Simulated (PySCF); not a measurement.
Record of a relaxation.

Compound: BrClI2Si.
Numbering: `[Cl:1][Si:2]([Br:3])([I:4])[I:5]`

Computed by this run: PBE0-D3(BJ)/def2-SVP geometry optimisation, gas phase, def2 core potentials past Kr (PySCF); density fitting, grid level 1; the optimiser is geomeTRIC in internal coordinates, started from a GFN2-xTB structure with every atom displaced at random (about 0.01 Å). The frame can shift and turn from step to step; on so coarse a grid that alone can change the energy by a few meV, and forces under 0.02 eV/Å are noise.

Step 0: E = -106623.6420 eV, largest atomic force 1.432 eV/Å
```
atom  x, y, z in Å  |  force x, y, z in eV/Å
Cl1     0.041    0.168    2.115   -0.022   0.070   0.598
Si2    -0.005    0.041    0.108    0.238  -0.386  -1.358
Br3    -0.174    2.037   -0.840    0.023  -0.056   0.219
I4      2.093   -0.997   -0.738   -0.510   0.231   0.298
I5     -1.922   -1.284   -0.683    0.270   0.141   0.243
```

Step 1: E = -106623.6236 eV, largest atomic force 0.965 eV/Å
```
atom  x, y, z in Å  |  force x, y, z in eV/Å
Cl1     0.602    0.062    2.002    0.166  -0.185  -0.230
Si2     0.120   -0.021   -0.004   -0.664   0.343   0.611
Br3     1.379    1.427   -1.058    0.274  -0.070  -0.225
I4      0.118   -2.278   -0.846    0.300  -0.149  -0.080
I5     -2.187    0.766   -0.133   -0.076   0.061  -0.075
```

Step 2: E = -106623.6825 eV, largest atomic force 0.507 eV/Å
```
atom  x, y, z in Å  |  force x, y, z in eV/Å
Cl1     0.630    0.036    1.996    0.005  -0.073  -0.151
Si2     0.074    0.000    0.013   -0.352   0.176   0.320
Br3     1.392    1.386   -1.071    0.067  -0.058  -0.131
I4      0.171   -2.265   -0.839    0.127  -0.014  -0.030
I5     -2.236    0.800   -0.138    0.154  -0.031  -0.008
```

Step 3: E = -106623.6969 eV, largest atomic force 0.091 eV/Å
```
atom  x, y, z in Å  |  force x, y, z in eV/Å
Cl1     0.631    0.015    1.999   -0.026   0.013  -0.026
Si2     0.041    0.015    0.034    0.072  -0.009   0.054
Br3     1.388    1.350   -1.092   -0.013   0.006  -0.035
I4      0.210   -2.241   -0.842    0.017  -0.037  -0.007
I5     -2.239    0.818   -0.137   -0.050   0.027   0.014
```

Step 4: E = -106623.6972 eV, largest atomic force 0.029 eV/Å
```
atom  x, y, z in Å  |  force x, y, z in eV/Å
Cl1     0.627    0.016    2.001   -0.011   0.007  -0.017
Si2     0.043    0.014    0.035    0.019  -0.019   0.010
Br3     1.387    1.349   -1.095   -0.015  -0.004  -0.022
I4      0.215   -2.245   -0.845    0.006   0.017   0.018
I5     -2.241    0.824   -0.134    0.001  -0.002   0.011
```

Step 5: E = -106623.6973 eV, largest atomic force 0.020 eV/Å
```
atom  x, y, z in Å  |  force x, y, z in eV/Å
Cl1     0.624    0.016    2.001    0.001   0.007  -0.005
Si2     0.044    0.013    0.035   -0.001   0.001   0.000
Br3     1.386    1.347   -1.097   -0.010  -0.001  -0.018
I4      0.217   -2.244   -0.845    0.005   0.000   0.014
I5     -2.240    0.825   -0.132    0.005  -0.007   0.009
```

Question: Summarise the path.

Answer: The energy falls by 5.33 kJ/mol from step 0 to step 5; nine tenths of that is first reached at step 3. It rises by more than 0.2 meV at step 1. The largest force goes from 1.432 to 0.020 eV/Å. Among the bonds Si2–I4 changes most, from 2.489 to 2.429 Å; the atoms move by 0.045 Å rms after alignment.

What follows is the cost of the whole optimisation. Time: 53 s; peak memory 0.54 GiB. Hardware: one thread, Arm Neoverse V2 (aarch64), no GPU (shared host).
